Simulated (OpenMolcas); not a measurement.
**Ni7+: input and output**

Input:

```
&GATEWAY
Coord
1

Ni 0.0 0.0 0.0
Basis=ANO-RCC-VTZP
Group=XYZ
NoMove
AngMom=0.0 0.0 0.0
AMFI
&SEWARD
* reference wave functions (RASSCF and RASSI steps not shown): 3 electrons in 5 orbitals (3d)
>>> COPY JOB001 $Project.JobIph
&CASPT2
Multistate=10 1 2 3 4 5 6 7 8 9 10
Frozen=2 3
IPEA=0.25
Sig2=0.3
MaxIter=60
WThr=0.0 0.3 0.05
PrWF=0.5
NoMix
>>> COPY JOB002 $Project.JobIph
&CASPT2
Multistate=40 1 2 3 4 5 6 7 8 9 10 11 12 13 14 15 16 17 18 19 20 21 22
23 24 25 26 27 28 29 30 31 32 33 34 35 36 37 38 39 40
Frozen=2 3
IPEA=0.25
Sig2=0.3
MaxIter=60
WThr=0.0 0.3 0.05
PrWF=0.5
NoMix
```

Launched by
```bash
OMP_NUM_THREADS=1 MOLCAS_MEM=1689 MOLCAS_PROJECT=a pymolcas a.inp > a.log  # once for each step of the input, in one work folder
```

Output, cut to the results:

```
--- CASPT2 ---
Orbital specifications:
      -----------------------

      Symmetry species                           1   2
                                                ag  au
      Frozen orbitals                            2   3
      Inactive orbitals                          1   3
      Active orbitals                            5   0
      Secondary orbitals                        22  23
      Deleted orbitals                           0   0
      Number of basis functions                 30  29
Type of calculation                        MS-CASPT2
      Fock operator                              state-specific
      IPEA shift                                 0.25
      Real shift                                 0.00
      Imaginary shift                            0.00
      Sigma^2 regularizer                        0.30
      The input orbitals will be transformed to quasi-canonical
Reference energy:       -1503.5329051140
      E2 (Non-variational):      -0.3205196343
      Shift correction:           0.0000000012
      E2 (Variational):          -0.3205196331
      Total energy:           -1503.8534247471
      Residual norm:              0.0000000914
      Reference weight:           0.97207
      Contributions to the CASPT2 correlation energy
      Active & Virtual Only:         -0.0178347514
      One Inactive Excited:          -0.1491801797
      Two Inactive Excited:          -0.1535047033
Reference energy:       -1503.5329051140
      E2 (Non-variational):      -0.3197274403
      Shift correction:           0.0000000010
      E2 (Variational):          -0.3197274393
      Total energy:           -1503.8526325534
      Residual norm:              0.0000000826
      Reference weight:           0.97224
      Contributions to the CASPT2 correlation energy
      Active & Virtual Only:         -0.0177441418
      One Inactive Excited:          -0.1488181370
      Two Inactive Excited:          -0.1531651615
::    CASPT2 Root  1     Total energy:  -1503.85342475
::    CASPT2 Root  2     Total energy:  -1503.85263255
::    CASPT2 Root  3     Total energy:  -1503.85391371
::    CASPT2 Root  4     Total energy:  -1503.85155754
::    CASPT2 Root  5     Total energy:  -1503.85334375
::    CASPT2 Root  6     Total energy:  -1503.85405324
::    CASPT2 Root  7     Total energy:  -1503.85224704
::    CASPT2 Root  8     Total energy:  -1503.74807782
::    CASPT2 Root  9     Total energy:  -1503.74807783
::    CASPT2 Root 10     Total energy:  -1503.74807782
::    MS-CASPT2 Root  1     Total energy:  -1503.85455980
::    MS-CASPT2 Root  2     Total energy:  -1503.85416569
::    MS-CASPT2 Root  3     Total energy:  -1503.85344029
::    MS-CASPT2 Root  4     Total energy:  -1503.85315985
::    MS-CASPT2 Root  5     Total energy:  -1503.85254324
::    MS-CASPT2 Root  6     Total energy:  -1503.85213430
::    MS-CASPT2 Root  7     Total energy:  -1503.85118778
::    MS-CASPT2 Root  8     Total energy:  -1503.74807656
::    MS-CASPT2 Root  9     Total energy:  -1503.74807138
::    MS-CASPT2 Root 10     Total energy:  -1503.74806713
--- CASPT2 ---
Orbital specifications:
      -----------------------

      Symmetry species                           1   2
                                                ag  au
      Frozen orbitals                            2   3
      Inactive orbitals                          1   3
      Active orbitals                            5   0
      Secondary orbitals                        22  23
      Deleted orbitals                           0   0
      Number of basis functions                 30  29
Type of calculation                        MS-CASPT2
      Fock operator                              state-specific
      IPEA shift                                 0.25
      Real shift                                 0.00
      Imaginary shift                            0.00
      Sigma^2 regularizer                        0.30
      The input orbitals will be transformed to quasi-canonical
Reference energy:       -1503.4063137215
      E2 (Non-variational):      -0.3328543685
      Shift correction:           0.0000000007
      E2 (Variational):          -0.3328543678
      Total energy:           -1503.7391680893
      Residual norm:              0.0000000477
      Reference weight:           0.97029
      Contributions to the CASPT2 correlation energy
      Active & Virtual Only:         -0.0229010556
      One Inactive Excited:          -0.1537509332
      Two Inactive Excited:          -0.1562023798
Reference energy:       -1503.4063137215
      E2 (Non-variational):      -0.3328849986
      Shift correction:           0.0000000007
      E2 (Variational):          -0.3328849980
      Total energy:           -1503.7391987194
      Residual norm:              0.0000000477
      Reference weight:           0.97028
      Contributions to the CASPT2 correlation energy
      Active & Virtual Only:         -0.0229000927
      One Inactive Excited:          -0.1537838944
      Two Inactive Excited:          -0.1562010115
::    CASPT2 Root  1     Total energy:  -1503.73916809
::    CASPT2 Root  2     Total energy:  -1503.73919872
::    CASPT2 Root  3     Total energy:  -1503.73914591
::    CASPT2 Root  4     Total energy:  -1503.73906216
::    CASPT2 Root  5     Total energy:  -1503.73899720
::    CASPT2 Root  6     Total energy:  -1503.73913905
::    CASPT2 Root  7     Total energy:  -1503.73922607
::    CASPT2 Root  8     Total energy:  -1503.73915495
::    CASPT2 Root  9     Total energy:  -1503.73901619
::    CASPT2 Root 10     Total energy:  -1503.69615804
::    CASPT2 Root 11     Total energy:  -1503.69875765
::    CASPT2 Root 12     Total energy:  -1503.69559158
::    CASPT2 Root 13     Total energy:  -1503.69555930
::    CASPT2 Root 14     Total energy:  -1503.69565874
::    CASPT2 Root 15     Total energy:  -1503.69435801
::    CASPT2 Root 16     Total energy:  -1503.69539976
::    CASPT2 Root 17     Total energy:  -1503.69713153
...
```

Levels above the lowest, from the spin-orbit matrix with the multistate effective Hamiltonian, averaged by term, added to it:

| Configuration | Term | J | E (cm⁻¹) | Measured (cm⁻¹) | g | Term weight % | Second |
| --- | --- | --- | --- | --- | --- | --- | --- |
| 3d³ | ⁴F | 3/2 | 0.0 | 0.0 | 0.400 | 100 |  |
| 3d³ | ⁴F | 5/2 | 989 | 1012 | 1.029 | 100 |  |
| 3d³ | ⁴F | 7/2 | 2290 | 2184 | 1.238 | 100 |  |
| 3d³ | ⁴F | 9/2 | 3850 | 3721 | 1.333 | 99 |  |
| 3d³ | ⁴P | 1/2 | 24270 | 23261 | 2.632 | 98 |  |
| 3d³ | ⁴P | 3/2 | 24510 | 23710 | 1.712 | 95 | 5 ²P |
| 3d³ | ⁴P | 5/2 | 25830 | 24669 | 1.599 | 100 |  |
| 3d³ | ²G | 7/2 | 26520 |  | 0.889 | 100 |  |
| 3d³ | ²G | 9/2 | 27760 |  | 1.105 | 96 | 4 ²H |
| 3d³ | ²P | 3/2 | 33570 |  | 1.110 | 51 | 45 ²D(1) |
| 3d³ | ²P | 1/2 | 34150 |  | 0.704 | 98 |  |
| 3d³ | ²H | 9/2 | 36970 |  | 0.916 | 96 | 4 ²G |
| 3d³ | ²D(1) | 5/2 | 37410 |  | 1.202 | 99 |  |
| 3d³ | ²D(1) | 3/2 | 37790 |  | 1.045 | 54 | 44 ²P |
| 3d³ | ²H | 11/2 | 37810 |  | 1.091 | 100 |  |
| 3d³ | ²F | 7/2 | 59150 |  | 1.143 | 100 |  |
| 3d³ | ²F | 5/2 | 59670 |  | 0.858 | 100 |  |
| 3d³ | ²D(2) | 5/2 | 92510 |  | 1.200 | 100 |  |
| 3d³ | ²D(2) | 3/2 | 93120 |  | 0.800 | 100 |  |

Against the 6 measured excited levels shown (Corliss and Sugar, J. Phys. Chem. Ref. Data 10, 197 (1981)) the mean absolute deviation is 540 cm-1; the largest miss in energy is 3d³ ⁴P_5/2: computed 25830, measured 24669 cm⁻¹ (+4.7 %).

CASPT2 does not keep the components of a term degenerate, so their means are used; among the terms shown or strongly mixed into the levels shown the widest spread is 740 cm-1 (3d³ ⁴F). Measured partners are found by configuration, term and J. A level has none where our copy of the source lacks it or the pairing is in doubt (some pairs that miss far off the trend of their configuration count as doubtful), and it then counts in no deviation. Levels of configurations outside the active space are missing.

The CASPT2 steps took 12 s on 1 thread of Intel(R) Xeon(R) Platinum 8488C (Sapphire Rapids), with other jobs on the host; the integral step is not counted.

The term weight is that of the spin-free term in the level, not the purity of its configuration. A number in round brackets counts repeated terms of one configuration in the order of the reference energies.
